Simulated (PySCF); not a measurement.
C₅H₇FO, SMILES C=C[C@]1(F)CCO1. The structure is a stationary point at PBE0-D3(BJ)/def2-SVP. The structure was generated by enumeration; whether it is a known compound was not checked. The values are those of a single conformer.

### Question
Give the equilibrium geometry at PBE0-D3(BJ)/def2-SVP (PySCF confirms it by a frequency run) as Cartesian coordinates in Å. (Estimate from the structure and the level; the computed values follow.)

### Answer
This is not unique; one that fits is 
```xyz
14

C      2.4749    -0.2909     0.1414
C      1.2664    -0.6306    -0.3003
C      0.0074     0.0862     0.0646
F      0.3081     1.2010     0.8017
C     -1.1588    -0.6942     0.6909
C     -1.9504    -0.1546    -0.5013
O     -0.7676     0.4352    -1.0524
H      2.6046     0.5645     0.8088
H      3.3654    -0.8506    -0.1544
H      1.1226    -1.4810    -0.9747
H     -1.4382    -0.3271     1.6863
H     -1.0222    -1.7830     0.7120
H     -2.7196     0.5999    -0.2664
H     -2.3816    -0.9090    -1.1787
```
